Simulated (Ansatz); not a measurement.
Coupled-cluster diagnostics for Ta2O5⁺, Ansatz.

Geometry of the doublet (PBE-D4/def2-SVP):

Cartesian coordinates in Å:
```
Ta 1.409 0.030 -0.215
Ta -1.217 0.619 0.410
O -1.941 -0.815 1.021
O 1.674 -1.628 0.159
O -0.359 -0.241 -1.283
O -0.059 1.225 -1.410
O 0.494 0.810 1.317
```

In the def2 sets Ta takes a core potential; there is no spin–orbit coupling. Correlated methods freeze 5 core orbitals; core or outer-core shells of Ta are correlated, in sets that lack core-valence functions. The structure holds 1 bond(s) between oxygen atoms. Another isomer (doublet) lies 3.33 eV lower at PBE0-D4/def2-TZVP; other spin states weren't run for this one.

**Question.** Estimate the CCSD(T) correlation energy, the shares of MP2 and (T), T1 and the reference's ⟨S²⟩ for: charge 1, doublet, own geometry in def2-SVP; and the rough time on 4 threads of Arm Neoverse V1 on a shared host.

**Answer.** 
```
                          state     basis  correlation (eV)  MP2 share (%)  (T) share (%)     T1  ⟨S²⟩ (pure)  wall time
charge 1, doublet, own geometry  def2-SVP           -42.319           99.7            5.2  0.043  0.80 (0.75)    5.2 min
```
Customary marks for T1 are 0.02 (closed shells), 0.045 (open shells) and about 0.05 (3d metals). T1 exceeds 0.02 in 1 of 1 rows and 0.045 in 0; the higher it lies, the less the single-reference result can be trusted.
